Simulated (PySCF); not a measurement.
phosphine (H3P), SMILES P. Atoms are numbered in the order given.

```xyz
4

P      0.0000     0.0000    -0.1282
H      1.0323     0.5960     0.6412
H      0.0000    -1.1920     0.6412
H     -1.0323     0.5960     0.6412
```
Charge 0, spin multiplicity 1.

The structure is a stationary point at B3LYP-D3(BJ)/def2-TZVP.

The numbers are results of PySCF with B3LYP/pcSseg-1, not measurements.

GIAO shieldings, no solvent; atoms alike by connectivity are averaged. δ = σ(ref) − σ: ¹H against TMS (σ = 31.68 ppm), references at their B3LYP-D3(BJ)/def2-TZVP geometries, non-relativistic.

Computed chemical shifts:
```json
[
 {"nucleus": "¹H", "atoms": "H2, H3, H4", "count": "3", "δ (ppm)": "2.08"}
]
```
